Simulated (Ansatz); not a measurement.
Relaxation of La2F6 with RKS PBE0-D4/def2-SVP.

```sh
$ ansatz run in.yaml --threads 4 --pin off --events-out ev --progress --plain --max-ram 4787MiB
```

```yaml
crystal:
  periodic: [false, false, false]
  atoms:
    - {symbol: La, position_ang: [-1.233250, 0.957800, 0.472400]}
    - {symbol: La, position_ang: [0.752170, 0.116130, -0.186030]}
    - {symbol: F, position_ang: [1.304790, -1.780440, -0.986880]}
    - {symbol: F, position_ang: [-1.411160, 0.069810, 1.850520]}
    - {symbol: F, position_ang: [1.846940, 0.568040, 0.944570]}
    - {symbol: F, position_ang: [0.882030, 0.955630, -1.564400]}
    - {symbol: F, position_ang: [-2.109380, 0.367540, -0.804750]}
    - {symbol: F, position_ang: [-0.032130, -1.254500, 0.274570]}
basis:
  gaussian: {orbitals: def2-SVP}
hamiltonian: {xc: pbe0, dispersion: d4}
scf: {lower_state_search: "off"}
output: {orbitals: {seedname: orbitals}}
relax: {f_tol: 0.02, max_steps: 100}
```

Hardware: 4 threads of Arm Neoverse V1 on a shared host. Wall time 73 s.

Positions (Å) and forces (eV/Å) at steps 1, 2, 3, 4, 5, 6, 7, 8, 9, 10, 11, 12, 13, 14, 15, 16, 18, 19, 20 of 20:

```xyz
8
step=1 energy=-17967.7906 eV
La   -1.233    0.958    0.472   -0.901   31.847    3.630
La    0.752    0.116   -0.186    8.764   -6.776   -4.830
F     1.305   -1.780   -0.987    3.387   -1.559   -3.477
F    -1.411    0.070    1.851   -3.638  -14.447   22.981
F     1.847    0.568    0.945   20.779    8.277   20.925
F     0.882    0.956   -1.564    2.968   16.214  -29.231
F    -2.109    0.368   -0.805  -14.266   -9.660  -19.994
F    -0.032   -1.254    0.275  -17.094  -23.897    9.996
8
step=2 energy=-17990.0670 eV
La   -1.303    1.129    0.512   -2.551   12.235    2.135
La    0.836    0.068   -0.222    5.904   -6.556   -3.008
F     1.332   -1.800   -1.016    2.758   -1.211   -2.594
F    -1.430    0.002    1.971   -1.235   -4.948    7.685
F     1.976    0.617    1.069    9.211    4.682   10.394
F     0.903    1.045   -1.736    0.094    8.447  -13.229
F    -2.182    0.322   -0.908   -4.536   -3.717   -6.703
F    -0.132   -1.384    0.330   -9.646   -8.931    5.321
8
step=3 energy=-17999.2832 eV
La   -1.309    1.276    0.531   -2.181    2.036    0.852
La    0.976   -0.046   -0.282    4.097   -4.885   -2.160
F     1.394   -1.873   -1.074    2.065   -1.933   -1.832
F    -1.441   -0.045    2.050   -0.611    0.048    1.756
F     2.050    0.699    1.210    2.658    2.512    4.248
F     0.839    1.180   -1.858   -1.237    3.919   -3.754
F    -2.211    0.268   -0.977   -0.802   -0.234   -1.008
F    -0.296   -1.459    0.400   -3.989   -1.463    1.899
8
step=4 energy=-18001.9897 eV
La   -1.300    1.316    0.533   -1.436   -1.283    0.280
La    1.119   -0.161   -0.348    2.173   -1.952   -0.991
F     1.472   -1.973   -1.137    1.761   -2.684   -1.690
F    -1.472   -0.033    2.130   -0.448    1.387    0.245
F     2.062    0.766    1.291    0.368    1.212    1.560
F     0.763    1.287   -1.884   -1.163    1.581   -0.270
F    -2.247    0.259   -1.023    0.071    0.794    0.435
F    -0.399   -1.460    0.436   -1.325    0.945    0.431
8
step=5 energy=-18003.5408 eV
La   -1.257    1.247    0.455   -1.506   -2.011   -0.086
La    1.282   -0.248   -0.382    1.694   -0.346   -0.301
F     1.589   -2.063   -1.176    1.440   -2.892   -1.569
F    -1.538    0.045    2.198   -0.265    1.463   -0.334
F     2.132    0.755    1.326   -0.137    0.572    0.603
F     0.611    1.350   -1.771   -1.098    0.589    0.926
F    -2.396    0.293   -1.089    0.354    0.917    0.869
F    -0.423   -1.379    0.437   -0.482    1.709   -0.107
8
step=6 energy=-18005.0597 eV
La   -1.273    1.182    0.423   -0.916   -1.836   -0.220
La    1.450   -0.337   -0.425    0.962    0.768   -0.165
F     1.692   -2.175   -1.241    1.027   -2.569   -1.223
F    -1.585    0.123    2.264   -0.228    1.155   -0.331
F     2.128    0.757    1.335   -0.270    0.208    0.208
F     0.496    1.363   -1.635   -0.731   -0.139    1.391
F    -2.470    0.312   -1.122    0.151    0.699    0.688
F    -0.437   -1.224    0.401    0.004    1.713   -0.348
8
step=7 energy=-18006.3014 eV
La   -1.313    1.098    0.393   -0.468   -0.457    0.006
La    1.624   -0.402   -0.479    0.323    1.087   -0.137
F     1.791   -2.294   -1.298    0.610   -1.613   -0.647
F    -1.639    0.216    2.318   -0.234    0.665   -0.043
F     2.110    0.741    1.330   -0.237   -0.120   -0.117
F     0.397    1.340   -1.468   -0.132   -0.538    1.201
F    -2.566    0.345   -1.137   -0.331    0.264    0.126
F    -0.405   -1.042    0.341    0.468    0.713   -0.390
8
step=8 energy=-18006.9401 eV
La   -1.426    1.079    0.385    0.414   -0.152   -0.033
La    1.772   -0.439   -0.554   -0.195    0.865    0.048
F     1.919   -2.395   -1.329    0.381   -0.865   -0.271
F    -1.721    0.318    2.358   -0.248    0.345    0.120
F     2.101    0.685    1.289    0.016   -0.168   -0.052
F     0.378    1.274   -1.286   -0.073   -0.092    0.499
F    -2.721    0.387   -1.124   -0.568    0.039   -0.174
F    -0.303   -0.909    0.261    0.272    0.028   -0.138
8
step=9 energy=-18007.2017 eV
La   -1.458    1.014    0.344   -0.162   -0.162    0.110
La    1.835   -0.428   -0.607   -0.020    0.079    0.078
F     2.042   -2.446   -1.324    0.257    0.024    0.016
F    -1.820    0.441    2.383   -0.105    0.309   -0.109
F     2.171    0.604    1.277    0.099   -0.229   -0.183
F     0.376    1.290   -1.183    0.054    0.099    0.063
F    -2.911    0.427   -1.097   -0.224    0.120    0.052
F    -0.235   -0.902    0.206    0.100   -0.241   -0.028
8
step=10 energy=-18007.3837 eV
La   -1.515    0.949    0.315   -0.192   -0.381   -0.016
La    1.851   -0.430   -0.634    0.203   -0.237    0.042
F     2.214   -2.448   -1.326    0.164    0.238    0.029
F    -1.916    0.588    2.401   -0.016    0.272   -0.269
F     2.281    0.502    1.261    0.156   -0.152   -0.078
F     0.384    1.306   -1.125   -0.174    0.162    0.041
F    -3.090    0.484   -1.063    0.065    0.152    0.217
F    -0.209   -0.950    0.171   -0.207   -0.054    0.035
8
step=11 energy=-18007.5439 eV
La   -1.574    0.859    0.274   -0.440   -0.226    0.194
La    1.865   -0.435   -0.632    0.156   -0.341    0.116
F     2.379   -2.418   -1.345    0.061    0.406    0.041
F    -1.992    0.761    2.396    0.083    0.209   -0.473
F     2.436    0.388    1.268    0.123   -0.142   -0.148
F     0.353    1.315   -1.067   -0.078    0.061    0.041
F    -3.251    0.535   -1.030    0.190    0.107    0.207
F    -0.217   -1.006    0.136   -0.096   -0.075    0.021
8
step=12 energy=-18007.6794 eV
La   -1.654    0.784    0.241   -0.140   -0.144    0.238
La    1.855   -0.457   -0.601    0.173   -0.263    0.271
F     2.529   -2.352   -1.400   -0.001    0.342   -0.010
F    -2.040    0.942    2.363    0.082    0.112   -0.485
F     2.600    0.282    1.270    0.064   -0.133   -0.204
F     0.330    1.307   -0.994   -0.195    0.001    0.059
F    -3.379    0.566   -1.015    0.143    0.048    0.114
F    -0.241   -1.071    0.136   -0.126    0.038    0.017
8
step=13 energy=-18007.8002 eV
La   -1.707    0.748    0.218   -0.131   -0.093    0.158
La    1.827   -0.501   -0.511    0.164   -0.219    0.171
F     2.616   -2.231   -1.532   -0.026    0.261   -0.003
F    -2.076    1.103    2.309    0.055    0.071   -0.326
F     2.758    0.190    1.288    0.052   -0.090   -0.134
F     0.302    1.251   -0.952   -0.113    0.034    0.028
F    -3.436    0.552   -1.032    0.096    0.024    0.068
F    -0.285   -1.111    0.211   -0.098    0.012    0.038
8
step=14 energy=-18007.8939 eV
La   -1.750    0.705    0.208   -0.086   -0.047    0.107
La    1.809   -0.545   -0.426    0.146   -0.159    0.095
F     2.642   -2.090   -1.671   -0.047    0.198    0.020
F    -2.131    1.269    2.243    0.033    0.044   -0.203
F     2.913    0.095    1.291    0.033   -0.062   -0.094
F     0.288    1.201   -0.891   -0.057    0.031    0.013
F    -3.458    0.509   -1.066    0.047    0.005    0.028
F    -0.314   -1.144    0.311   -0.069   -0.011    0.033
8
step=15 energy=-18007.9579 eV
La   -1.783    0.654    0.207   -0.049   -0.007    0.064
La    1.799   -0.577   -0.344    0.092   -0.079    0.043
F     2.608   -1.936   -1.794   -0.034    0.107    0.011
F    -2.187    1.433    2.160    0.011    0.022   -0.107
F     3.065   -0.006    1.281    0.012   -0.037   -0.050
F     0.284    1.169   -0.811   -0.026   -0.001    0.015
F    -3.455    0.442   -1.109    0.021   -0.006    0.006
F    -0.331   -1.179    0.410   -0.026    0.000    0.019
8
step=16 energy=-18007.9855 eV
La   -1.805    0.625    0.219   -0.030   -0.024    0.021
La    1.814   -0.605   -0.297   -0.220    0.054    0.035
F     2.568   -1.793   -1.908   -0.014    0.029   -0.004
F    -2.262    1.594    2.067   -0.010    0.039    0.023
F     3.179   -0.135    1.275    0.039   -0.008    0.000
F     0.277    1.147   -0.726    0.145   -0.015   -0.036
F    -3.439    0.344   -1.131   -0.012   -0.012   -0.034
F    -0.332   -1.176    0.501    0.102   -0.062   -0.004
8
step=18 energy=-18007.9969 eV
La   -1.813    0.600    0.242    0.031    0.024    0.039
La    1.807   -0.615   -0.246    0.077   -0.020    0.009
F     2.416   -1.680   -2.001   -0.024    0.032    0.060
F    -2.383    1.703    1.985    0.012   -0.041   -0.059
F     3.316   -0.231    1.224   -0.046   -0.016   -0.052
F     0.310    1.155   -0.617   -0.047    0.025   -0.017
F    -3.345    0.241   -1.207    0.034    0.003    0.026
F    -0.307   -1.173    0.620   -0.038   -0.007   -0.006
8
step=19 energy=-18007.9966 eV rejected
La   -1.799    0.605    0.251   -0.097    0.009   -0.031
La    1.802   -0.607   -0.236    0.056   -0.065   -0.094
F     2.401   -1.671   -1.996   -0.020    0.039    0.078
F    -2.396    1.707    1.984    0.021   -0.019   -0.017
F     3.325   -0.242    1.221   -0.031    0.001   -0.016
F     0.305    1.163   -0.635    0.016   -0.010    0.042
F    -3.323    0.230   -1.202    0.024    0.007    0.024
F    -0.316   -1.185    0.613    0.031    0.038    0.014
8
step=20 energy=-18007.9981 eV
La   -1.807    0.605    0.244    0.006    0.004    0.006
La    1.805   -0.610   -0.246    0.012   -0.003    0.001
F     2.409   -1.685   -1.992   -0.005    0.004    0.010
F    -2.390    1.695    1.988    0.001   -0.007   -0.009
F     3.318   -0.234    1.217   -0.007   -0.003   -0.009
F     0.308    1.164   -0.622   -0.008    0.004   -0.003
F    -3.333    0.238   -1.207    0.006    0.000    0.004
F    -0.310   -1.172    0.617   -0.006    0.000   -0.002
```

In the def2 sets La takes a core potential; there is no spin–orbit coupling. The relaxation made no stability test and no search for a lower SCF solution. No other spin state of charge 0 was run. The structure comes from a short search, and lower isomers may exist.
